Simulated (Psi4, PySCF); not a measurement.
Interaction energy of BCl3 ··· H4OSi (SMILES ClB(Cl)Cl and O[SiH3]). Monomers: optimised at B3LYP-D3(BJ) (def2-TZVP), held rigid. Orientation: lowest of the rigid-body minima from ten starts at GFN2-xTB (searched outside a hard wall at short contacts). The monomers approach along the line of their centres of mass (distance R); nothing else relaxes. The shortest distances reach bonding range, where SAPT0 and rigid monomers are unreliable. The table gives interaction energies.

| R / Å | A | B | C |
|---|---|---|---|
| 2.66 | 77.40 | 84.87 | 89.95 |
| 2.90 | 28.67 | 34.82 | 33.59 |
| 3.10 | 6.75 | 13.47 | 8.79 |
| 3.28 | -4.16 | 3.30 | -3.37 |
| 3.49 | -10.29 | -2.29 | -10.12 |
| 3.65 | -12.02 | -3.95 | -12.00 |
| 4.01 | -11.35 | -4.10 | -11.31 |
| 4.27 | -9.41 | -3.23 | -9.31 |
| 4.78 | -5.71 | -1.61 | -5.57 |
| 5.45 | -2.73 | -0.70 | -2.67 |
| 6.50 | -0.86 | -0.31 | -0.93 |
| 7.77 | -0.27 | -0.11 | -0.32 |

Energies in kJ/mol.

### Question
Assign the columns to these levels of theory: DF-MP2/aug-cc-pVDZ, frozen core, counterpoise-corrected (Psi4); PBE-D3(BJ)/def2-TZVP, counterpoise-corrected in Psi4; restricted BP86/6-31G*, spherical d, no counterpoise correction run with PySCF.

### Answer
A is PBE-D3(BJ)/def2-TZVP; B is RKS-BP86/6-31G*; C is MP2/aug-cc-pVDZ.
